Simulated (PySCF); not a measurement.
Numbering as in the mapped SMILES `[O:1]=[C:2]([OH:3])/[CH:4]=[CH:5]/[C@H:6]([Cl:7])[SiH2:8][SiH3:9]`; H(Xn) means a hydrogen on atom n. Ha(Si8) is pro-R; Hb(Si8) is pro-S.

- shielding tensors at PBE0/pcSseg-1 (GIAO)
- structure optimised with GFN2-xTB
- run in PySCF 2.14
- single conformer, isolated molecule, non-relativistic Hamiltonian, averaged over atoms made equivalent by symmetry, fast rotation or ring inversion

Chemical shifts δ = σref − σ; 13C, 1H, 29Si against TMS; 17O vs H2O; 35Cl vs HCl, all at this level.

| atoms | nucleus | count | Hirshfeld charge | δ (ppm) |
| --- | --- | --- | --- | --- |
| Si9 | 29Si | 1 | 0.21 | -118.2 |
| C6 | 13C | 1 | -0.07 | 52.1 |
| H(Si9) | 1H | 3 | -0.07 | 3.58 |
| C4 | 13C | 1 | -0.07 | ? |
| O3 | 17O | 1 | -0.18 | ? |
| Hb(Si8) | 1H | 1 | -0.07 | 4.01 |
| O1 | 17O | 1 | -0.28 | 409.4 |
| H(C5) | 1H | 1 | 0.05 | 7.61 |
| Cl7 | 35Cl | 1 | -0.04 | 142 |
| C5 | 13C | 1 | -0.02 | ? |
| H(C6) | 1H | 1 | 0.05 | 4.22 |
| H(C4) | 1H | 1 | 0.05 | 5.86 |
| Si8 | 29Si | 1 | 0.24 | -50.5 |
| C2 | 13C | 1 | 0.20 | 170.7 |
| Ha(Si8) | 1H | 1 | -0.07 | ? |
| H(O3) | 1H | 1 | 0.19 | ? |

Fill in the missing shifts.

## Answers


- C5: 162.9 ppm, β carbon of a C=C–C=O unit; conjugation with the carbonyl draws π density from the β position
- C4: 121.2 ppm, α carbon of a C=C–C=O unit; as expected for a trigonal carbon in a double bond
- H(O3): 6.07 ppm, hydrogen on an acid hydroxyl oxygen; exchangeable, gas-phase position
- Ha(Si8): 4.19 ppm, hydrogen on a silicon bonded to C, Si
- O3: 212.8 ppm, acid hydroxyl oxygen

OH and NH positions are those of a molecule without intermolecular hydrogen bonds; in solution they move with solvent, concentration and temperature, and exchange usually removes their couplings. Carbons that carry Cl, above all several Cl atoms, come out too deshielded, partly because spin–orbit coupling is missing. Shifts are as computed. Against solution values, carbons near 30 ppm lie about +3 ppm off and those near 130 ppm about +5 ppm; carbons on Cl a further +6 ppm. Of 1211 compounds with measured shifts, 218 miss one by over three times the rms of a fit or turn the order of signals round; such compounds aren't used in these exercises. In solution the two oxygens of a carboxylic acid exchange roles by proton transfer and give one 17O line. Hydrogen bonding in solution shields acid and N–H amide carbonyl oxygens by tens of ppm. Hydrogen bonding in solution deshields acid and N–H amide carbonyl carbons by as much as 10 ppm beyond these values. Unscaled 17O shifts of doubly bonded oxygen tend to come out too high, by tens of ppm or more. Experimental scales use liquid or dissolved standards, which lie at an offset from isolated H2O (liquid H2O: subtract about 36 ppm).
